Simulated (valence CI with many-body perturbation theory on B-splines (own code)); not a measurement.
**E1 transitions of Tm⁵⁴⁺**

Level of theory: valence CI with perturbative core correlation (CI+MBPT): five valence electrons over a frozen Dirac-Fock core [Ne], radial functions for each j: 11 s, 11 p, 10 d, 8 f, 5 g, 2 h, with the one-electron correlation potential Σ1, the two-electron term Σ2, the three-electron term Σ3, Breit, model QED; selected CI, second order for the rest, scaled by the run's own slope (own B-spline code, finite nucleus).

The last digits are not significant, and no measured levels were compared; by estimate large intervals hold to a few tenths of a per cent, small ones and those within an open d or f shell to about a per cent. Among the levels kept, up to 3100 cm⁻¹ of a level comes from second order outside the variational space, and about a tenth of that is noise between levels of different J, which matters for small intervals.

Lines 1 to 50 of 565 in falling wavelength, among levels below 1083.1 eV, chosen from the strongest by gf and those to the six lowest levels. Wavelengths and rates use the calculated energies. Electric multipoles are in the length gauge, E1 and E2 with the static RPA response of the core. Weak lines are less certain than strong ones. Lines between different terms over intervals too small for the method are left out, as are lines whose strength nearly cancels. Where a level lies close to another of its J and parity, the split of strength between their lines is uncertain. The highest levels of a list are the least certain.

Levels are named by their leading jj configuration (3d3/2^4 stands for four electrons in 3d with j = 3/2), which in mixed levels can hold well under half, so a name can repeat and another be missing. Letters in brackets count levels of one name in rising energy.

```csv
λ vac (Å),Upper,Lower,A (s⁻¹),log gf,Branch %
289.6,(3s^2 3p1/2 3p3/2^2) J=5/2,(3s^2 3p1/2^2 3d3/2) J=3/2,3.51e+06,-3.58,11.9
106.1,(3s 3p1/2^2 3d3/2^2) J=5/2,(3s^2 3p1/2 3d3/2^2) J=3/2,4.67e+09,-1.33,7.3
99.38,(3s 3p1/2^2 3p3/2 3d3/2) J=7/2,(3s^2 3p1/2 3p3/2 3d3/2) J=5/2 [b],6.00e+09,-1.15,18.8
95.32,(3s 3p1/2^2 3d3/2 3d5/2) J=9/2,(3s^2 3p1/2 3d3/2 3d5/2) J=7/2 [b],1.14e+10,-0.81,4.2
92.49,(3s 3p1/2 3p3/2^2 3d3/2) J=9/2,(3s^2 3p3/2^2 3d3/2) J=7/2,9.00e+09,-0.94,2.0
90.53,(3p1/2^2 3p3/2^2 3d3/2) J=7/2,(3s 3p1/2 3p3/2^2 3d3/2) J=5/2 [e],4.97e+09,-1.31,0.4
89.97,(3s 3p1/2^2 3d3/2^2) J=1/2,(3s^2 3p1/2 3d3/2^2) J=1/2,1.90e+10,-1.34,25.2
87.91,(3s 3p1/2 3p3/2^2 3d3/2) J=5/2 [c],(3s^2 3p3/2^2 3d3/2) J=3/2 [b],6.39e+09,-1.35,0.4
87.02,(3s 3p1/2^2 3p3/2 3d5/2) J=9/2,(3s^2 3p1/2 3p3/2 3d5/2) J=9/2,8.58e+09,-1.01,28.6
86.87,(3s 3p1/2^2 3p3/2 3d5/2) J=7/2 [a],(3s^2 3p1/2 3p3/2 3d5/2) J=7/2 [b],5.48e+09,-1.30,2.2
86.71,(3s 3p1/2^2 3p3/2 3d5/2) J=7/2 [a],(3s^2 3p1/2 3p3/2 3d5/2) J=5/2 [b],8.06e+09,-1.14,3.2
85.33,(3s 3p1/2^2 3p3/2^2) J=5/2,(3s^2 3p1/2 3p3/2^2) J=5/2,7.85e+09,-1.29,3.6
83.43,(3s 3p1/2^2 3d3/2^2) J=3/2,(3s^2 3p1/2 3d3/2^2) J=5/2,1.44e+10,-1.22,23.2
83.07,(3s 3p1/2 3p3/2^2 3d5/2) J=11/2,(3s^2 3p3/2^2 3d5/2) J=9/2,1.69e+10,-0.68,7.9
81.73,(3s 3p1/2^2 3d3/2 3d5/2) J=7/2 [a],(3s^2 3p1/2 3d3/2 3d5/2) J=5/2 [a],9.71e+09,-1.11,5.0
81.72,(3s 3p1/2^2 3p3/2 3d3/2) J=7/2,(3s^2 3p1/2 3p3/2 3d3/2) J=7/2,1.12e+10,-1.05,35.2
81.47,(3s 3p1/2^2 3d5/2^2) J=9/2,(3s^2 3p1/2 3d5/2^2) J=9/2,1.42e+10,-0.85,4.2
81.16,(3s 3p1/2 3p3/2^2 3d5/2) J=7/2 [f],(3s^2 3p3/2^2 3d5/2) J=5/2 [b],1.23e+10,-1.01,0.7
80.86,(3s 3p1/2^2 3d5/2^2) J=9/2,(3s^2 3p1/2 3d5/2^2) J=7/2,2.80e+10,-0.56,8.2
80.73,(3s 3p1/2 3p3/2^2 3d5/2) J=9/2 [b],(3s^2 3p3/2^2 3d5/2) J=7/2,1.68e+10,-0.79,4.9
80.64,(3s 3p1/2^2 3p3/2 3d3/2) J=5/2 [a],(3s^2 3p1/2 3p3/2 3d3/2) J=5/2 [a],1.15e+10,-1.17,34.7
80.30,(3s 3p1/2^2 3p3/2 3d5/2) J=9/2,(3s^2 3p1/2 3p3/2 3d5/2) J=7/2 [a],2.13e+10,-0.69,70.9
80.09,(3s 3p1/2^2 3d3/2 3d5/2) J=3/2 [a],(3s^2 3p1/2 3d3/2 3d5/2) J=1/2,1.31e+10,-1.30,5.4
79.93,(3s 3p1/2^2 3d5/2^2) J=5/2,(3s^2 3p1/2 3d5/2^2) J=5/2,1.87e+10,-0.97,4.6
79.81,(3s 3p1/2^2 3d3/2 3d5/2) J=7/2 [a],(3s^2 3p1/2 3d3/2 3d5/2) J=7/2 [a],1.65e+10,-0.90,8.5
79.75,(3s 3p1/2^2 3d5/2^2) J=5/2,(3s^2 3p1/2 3d5/2^2) J=3/2,2.33e+10,-0.88,5.7
79.75,(3s 3p1/2^2 3p3/2 3d5/2) J=5/2 [a],(3s^2 3p1/2 3p3/2 3d5/2) J=5/2 [a],1.32e+10,-1.12,4.9
79.35,(3s 3p1/2^2 3p3/2^2) J=5/2,(3s^2 3p1/2 3p3/2^2) J=3/2,1.25e+10,-1.15,5.8
79.30,(3s 3p1/2^2 3d3/2 3d5/2) J=3/2 [a],(3s^2 3p1/2 3d3/2 3d5/2) J=3/2 [a],1.28e+10,-1.32,5.3
79.13,(3s 3p1/2^2 3d3/2 3d5/2) J=5/2 [a],(3s^2 3p1/2 3d3/2 3d5/2) J=5/2 [a],1.25e+10,-1.15,5.8
78.96,(3s 3p1/2 3p3/2^3) J=5/2,(3s^2 3p3/2^3) J=3/2,1.33e+10,-1.13,1.9
78.71,(3p1/2^2 3p3/2^2 3d3/2) J=7/2,(3s 3p1/2 3p3/2^2 3d3/2) J=7/2 [c],1.63e+10,-0.92,1.2
78.52,(3s 3p1/2^2 3d3/2^2) J=5/2,(3s^2 3p1/2 3d3/2^2) J=5/2,1.75e+10,-1.01,27.5
78.09,(3s 3p1/2^2 3p3/2 3d5/2) J=7/2 [b],(3s^2 3p1/2 3p3/2 3d5/2) J=5/2 [b],7.80e+09,-1.24,1.1
77.98,(3s 3p1/2^2 3p3/2 3d5/2) J=5/2 [a],(3s^2 3p1/2 3p3/2 3d5/2) J=3/2 [a],1.88e+10,-0.99,7.0
77.48,(3s 3p1/2^2 3p3/2^2) J=1/2,(3s^2 3p1/2 3p3/2^2) J=1/2,2.73e+10,-1.31,6.6
77.47,(3s 3p1/2^2 3d3/2 3d5/2) J=9/2,(3s^2 3p1/2 3d3/2 3d5/2) J=9/2,1.71e+10,-0.81,6.3
77.33,(3s 3p1/2^2 3d3/2 3d5/2) J=5/2 [a],(3s^2 3p1/2 3d3/2 3d5/2) J=7/2 [a],1.26e+10,-1.17,5.8
77.08,(3s 3p1/2 3p3/2^2 3d3/2) J=5/2 [c],(3s^2 3p3/2^2 3d3/2) J=5/2,8.79e+09,-1.33,0.6
76.61,(3s 3p1/2 3p3/2^2 3d5/2) J=3/2 [a],(3s^2 3p3/2^2 3d5/2) J=1/2,1.31e+10,-1.34,1.6
76.47,(3s 3p1/2^2 3p3/2 3d5/2) J=3/2 [b],(3s^2 3p1/2 3p3/2 3d5/2) J=1/2,1.42e+10,-1.30,1.1
76.27,(3s 3p1/2 3p3/2^2 3d3/2) J=7/2 [c],(3s^2 3p3/2^2 3d3/2) J=7/2,1.54e+10,-0.97,0.8
75.81,(3s 3p1/2 3p3/2^2 3d5/2) J=5/2 [d],(3s^2 3p3/2^2 3d5/2) J=5/2 [a],9.50e+09,-1.31,1.2
75.37,(3s 3p1/2^2 3p3/2 3d5/2) J=3/2 [a],(3s^2 3p1/2 3p3/2 3d5/2) J=5/2 [a],2.13e+10,-1.14,10.4
75.29,(3s 3p1/2 3p3/2^2 3d5/2) J=7/2 [d],(3s^2 3p3/2^2 3d5/2) J=5/2 [a],9.34e+09,-1.20,0.4
75.25,(3s 3p1/2 3p3/2^2 3d5/2) J=7/2 [e],(3s^2 3p3/2^2 3d5/2) J=5/2 [a],7.90e+09,-1.27,0.4
75.10,(3s 3p1/2^2 3d3/2 3d5/2) J=5/2 [b],(3s^2 3p1/2 3d3/2 3d5/2) J=3/2 [a],9.59e+09,-1.31,3.8
74.85,(3s 3p1/2^2 3p3/2 3d5/2) J=3/2 [b],(3s^2 3p1/2 3p3/2 3d5/2) J=3/2 [b],1.79e+10,-1.22,1.3
74.68,(3s 3p1/2^2 3d5/2^2) J=3/2,(3s^2 3p1/2 3d5/2^2) J=5/2,3.47e+10,-0.94,8.3
73.85,(3s 3p1/2^2 3d3/2 3d5/2) J=7/2 [b],(3s^2 3p1/2 3d3/2 3d5/2) J=9/2,3.10e+10,-0.69,12.2
```

(1) How does gf follow from A for the line at 77.08 Å?

Results:

(1) gf = 1.4992 × (2J+1)_upper × A / σ², with σ = 1297273 cm⁻¹ and 2J+1 = 6: gf = 0.0470.
